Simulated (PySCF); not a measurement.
Species: C₅H₇BO.
Structure used (PBE0-D3(BJ)/def2-SVP), in Å, numbered top down from 1:
```
atom  x, y, z in Å
C1    -1.1875    0.2574   -0.1734
B2    -0.1968   -0.9377   -0.4087
C3    -0.6830   -2.3328   -0.9388
C4     1.3025   -0.7135   -0.1895
C5     2.4619   -0.6610    0.5128
C6     2.5735   -0.3450   -0.8400
O7     3.1410   -0.0237   -1.8455
H8    -0.7352    1.2558   -0.2556
H9    -2.0846    0.1999   -0.8084
H10   -1.5387    0.1531    0.8722
H11   -0.6257   -2.2718   -2.0433
H12   -0.0561   -3.1851   -0.6400
H13   -1.7362   -2.5363   -0.6935
H14    2.8619   -0.8174    1.5174
```

Theory: PySCF 2.14.0, PBE0-D3(BJ)/def2-SVP geometry optimisation, gas phase.

Masses are those of the commonest isotopes; rigid-rotor values at the optimised geometry. The values belong to one conformer with, in the numbering `[CH3:1][B:2]([CH3:3])[c:4]1[cH:5][c:6]1=[O:7]`, C1–B2–C4–C5 88°.

**Question.** Give the principal moments of inertia and the rotational constants in cm⁻¹.

**Answer.** Ia = 112.64, Ib = 331.19, Ic = 348.19 u·Å²; 505379 MHz·u·Å²/I gives 4487, 1526 and 1451 MHz, that is A = 0.14966, B = 0.05090, C = 0.04842 cm⁻¹.

**Question.** Classify the top.

**Answer.** A near-prolate asymmetric top. Ray's parameter κ = (2B − A − C)/(A − C) = -0.951; −1 is the prolate and +1 the oblate limit.

**Question.** What does the inertial defect say?

**Answer.** Not planar: Δ = Ic − Ia − Ib = -95.65 u·Å². For a rigid frame Δ = −2 Σ m c², so Σ m c² = 47.82 u·Å² lies off the ab plane: 9.26 from hydrogen and 38.56 from heavier atoms. The atom farthest from that plane is 2.28 Å away.

**Question.** Give the other two planar moments, Paa and Pbb, and the rms extents of the mass along the axes.

**Answer.** Paa = Σ m a² = (Ib + Ic − Ia)/2 = 283.37 and Pbb = Σ m b² = (Ia + Ic − Ib)/2 = 64.82 u·Å². With the mass M = 94.06 u, the rms extents √(P/M) along a, b and c are 1.74, 0.83, 0.71 Å.

**Question.** List the rotational levels J(Ka,Kc) to J = 4 (MHz).

**Answer.** Above 0(0,0):
J = 1: 1(0,1) 2977, 1(1,1) 5938, 1(1,0) 6013
J = 2: 2(0,2) 8931, 2(1,2) 11818, 2(1,1) 12042, 2(2,1) 20924, 2(2,0) 20926
J = 3: 3(0,3) 17857, 3(1,3) 20638, 3(1,2) 21085, 3(2,2) 29856, 3(2,1) 29863, 3(3,1) 44847, 3(3,0) 44847
J = 4: 4(0,4) 29753, 4(1,4) 32396, 4(1,3) 33141, 4(2,3) 41765, 4(2,2) 41786, 4(3,2) 56759, 4(3,1) 56760, 4(4,1) 77743, 4(4,0) 77743
Those of J = 1 are B + C, A + C and A + B.

**Question.** Which types of transition are allowed, and where do some lines up to J = 4 fall?

**Answer.** The dipole components are |μa| = 3.09 D, |μb| = 0.65 D, |μc| = 2.42 D. The squared components, which scale the intensities, stand as 1.00 : 0.04 : 0.61 (a : b : c). Some lines, for components of 0.1 D or more:

```json
{"type": "a", "branch": "R", "J(Ka,Kc)": "1(0,1) ← 0(0,0)", "MHz": "2977", "lower level (cm⁻¹)": "0.000"}
{"type": "b", "branch": "Q", "J(Ka,Kc)": "3(1,2) ← 3(0,3)", "MHz": "3227", "lower level (cm⁻¹)": "0.596"}
{"type": "b", "branch": "R", "J(Ka,Kc)": "4(1,3) ← 3(2,2)", "MHz": "3284", "lower level (cm⁻¹)": "0.996"}
{"type": "b", "branch": "R", "J(Ka,Kc)": "1(1,1) ← 0(0,0)", "MHz": "5938", "lower level (cm⁻¹)": "0.000"}
{"type": "b", "branch": "Q", "J(Ka,Kc)": "4(2,2) ← 4(1,3)", "MHz": "8645", "lower level (cm⁻¹)": "1.105"}
{"type": "c", "branch": "Q", "J(Ka,Kc)": "3(2,2) ← 3(1,2)", "MHz": "8771", "lower level (cm⁻¹)": "0.703"}
{"type": "b", "branch": "R", "J(Ka,Kc)": "2(1,2) ← 1(0,1)", "MHz": "8841", "lower level (cm⁻¹)": "0.099"}
{"type": "a", "branch": "R", "J(Ka,Kc)": "3(2,1) ← 2(2,0)", "MHz": "8938", "lower level (cm⁻¹)": "0.698"}
{"type": "a", "branch": "R", "J(Ka,Kc)": "4(1,4) ← 3(1,3)", "MHz": "11758", "lower level (cm⁻¹)": "0.688"}
{"type": "a", "branch": "R", "J(Ka,Kc)": "4(1,3) ← 3(1,2)", "MHz": "12056", "lower level (cm⁻¹)": "0.703"}
{"type": "b", "branch": "Q", "J(Ka,Kc)": "3(3,0) ← 3(2,1)", "MHz": "14984", "lower level (cm⁻¹)": "0.996"}
{"type": "b", "branch": "Q", "J(Ka,Kc)": "4(4,1) ← 4(3,2)", "MHz": "20983", "lower level (cm⁻¹)": "1.893"}
{"type": "b", "branch": "R", "J(Ka,Kc)": "4(3,1) ← 3(2,2)", "MHz": "26903", "lower level (cm⁻¹)": "0.996"}
```

No PBE0-D3(BJ)/def2-SVP frequencies stand behind this structure, so it isn't proved a minimum. No vibrational averaging or centrifugal distortion is included, and the geometry carries the error of its method. A rigid rotor knows nothing of internal rotation, which can split or shift real lines. Quadrupole hyperfine structure (11B) is left out.

Hardware: Arm Neoverse V1, one thread, on a shared host. Cost: 99 s of wall time, 0.73 GiB resident at most. That covers the optimisation of the geometry.
